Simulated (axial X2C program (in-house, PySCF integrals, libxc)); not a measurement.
## Spin–orbit effects down a group: molecules with B, PBE0

Calculated with an axial X2C code built on PySCF integrals, spin-free (one-electron X2C) or two-component (2c: spin–orbit coupling with atomic mean-field Coulomb and Gaunt terms, which also bring small scalar terms), in Dyall basis sets with cores contracted in-house; open shells are unrestricted.

Basis sets: Ag dyall-cv3z, Au dyall-cv3z, B dyall-v3z, Cu dyall-cv3z.

```csv
molecule,spin-free state,Re (Å),ωe (cm⁻¹),De (eV),2c state,Re 2c (Å),ωe 2c (cm⁻¹),De 2c (eV)
CuB,"M_S = 0, Λ = 0",1.913,544.7,2.33,Ω = 0,1.914,544.3,2.33
AgB,"M_S = 0, Λ = 0",2.086,449.4,1.81,Ω = 0,2.086,449.3,1.81
AuB,"M_S = 0, Λ = 0",1.916,657.4,3.54,Ω = 0,1.915,658.0,3.58
```

Problem. Work out the shifts from the spin-free to the two-component result.

Solution. 

```
molecule  2c state  ΔRe (Å)  Δωe (cm⁻¹)  ΔDe (eV)
     CuB     Ω = 0    0.001        -0.4      0.00
     AgB     Ω = 0    0.000        -0.1      0.00
     AuB     Ω = 0   -0.001         0.6      0.04
```

Shifts of one unit in the last digit are rounding.

Each entry is the lowest single determinant of a limited PBE0 search at one distance. De goes to single-determinant-based atoms at the same level (for ions the charge split of lowest energy) and is withheld (n/a) where an atom does not fit its ground term or J level. Main or longest-lived isotopes. Some light 2c atoms are not at their ground J level, so De misses part of their lowering (0.04 eV or less). The functionals have no current term, which raises determinants with orbital currents.
